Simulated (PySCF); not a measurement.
Two-component Hartree-Fock for Cr⁻ (chromium, charge -1)

Start: [Ar] 3d5 4s2; 3d3/2 filled at m_j = -3/2, -1/2, +1/2, +3/2; 3d5/2 filled at m_j = +5/2. Calculated with PySCF 2.14 in x2c-SVPall-2c with one added diffuse shell each of s, d type (6s5p4d1f, 48 functions): generalised Hartree-Fock with the X2C-1e Hamiltonian and a Gaussian nucleus; one run each with spin-orbit coupling (SO) switched off, then screened by Boettger's factors.

```csv
spinor shell,electrons,"ε, spin-free (eV)","ε, screened SO (eV)",weight of nominal j (screened SO),"rms radius, screened SO (bohr)"
1s1/2,2,-6035.5,-6035.4,1.000,0.0735
2s1/2,2,-718.06,-718.05,1.000,0.316
2p1/2,2,-599.62,-605.77,0.983,0.286
2p3/2,4,-599.62,-596.59,0.991,0.288
3s1/2,2,-86.940,-86.939,1.000,0.970
3p1/2,2,-52.148,-52.521,0.664,1.05
3p3/2,4,-52.148,-51.967,0.832,1.06
3d3/2,4,-5.924,-5.935,0.506,1.62
3d5/2,1,-5.924,-5.881,1.000,1.62
4s1/2,2,-0.994,-0.994,1.000,6.72
```

```json
{"quantity": "E (hartree)", "spin-free": "-1049.48734", "screened SO": "-1049.49547"}
{"quantity": "M_J", "spin-free": "5/2", "screened SO": "5/2"}
{"quantity": "⟨J²⟩", "spin-free": "9.244", "screened SO": "9.244"}
{"quantity": "⟨L²⟩", "spin-free": "0.000", "screened SO": "0.001"}
{"quantity": "⟨S²⟩", "spin-free": "9.244", "screened SO": "9.244"}
```

At GHF the highest occupied level has a positive energy, so only the finite basis holds that electron. The determinant has a definite M_J but mixes levels of different J.

The basis lacks diffuse functions for the outer shell of this anion, so its levels lie too high.

Each row is a mean over spinors that exchange with the open shell spreads, by up to 11.667 eV (3p3/2).

Rows whose weight is well below 1 are mixtures of j = l ± 1/2: exchange outweighs spin-orbit coupling there, and the label is only the starting occupation.

Without spin-orbit coupling the j labels of p, d and f shells carry no meaning; the spin-free column gives the mean over the occupied spinors of each nl shell, and its ⟨J²⟩ belongs to a mixture of degenerate components.
